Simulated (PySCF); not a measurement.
SnCl3, SMILES [Cl][Sn-]([Cl])[Cl], charge -1.

Geometry: B3LYP-D3(BJ)/def2-SVPD. The isomer is the one that the SMILES or the coordinates give; other isomers of the formula were not compared. The def2 effective core potentials stand for the cores of Sn; spin–orbit coupling is left out.

Calculation: IEF-PCM-PBE0/def2-SVPD run with PySCF.

The values are the electrostatic part of the solvation free energy, E(continuum) − E(gas) at the gas-phase geometry, in a cavity of scaled van der Waals radii (PySCF's table); cavitation and dispersion terms are not included. A continuum can't describe solvent molecules that bind to the metal. In vacuum the orbital gap is 5.89 eV.

| solvent | ε | ΔG(elec) (kcal/mol) | gap (eV) |
|---|---|---|---|
| water | 78.36 | -49.7 | 6.14 |
| N,N-dimethylformamide | 37.22 | [?] | [?] |
| ethylethanoate | 5.99 | -41.3 | 6.10 |

Question: Complete the blanks. (The exact figures need the calculation; the answer reports its results.)

Answer: 
- N,N-dimethylformamide, ΔG(elec) (kcal/mol): -48.9
- N,N-dimethylformamide, gap (eV): 6.14
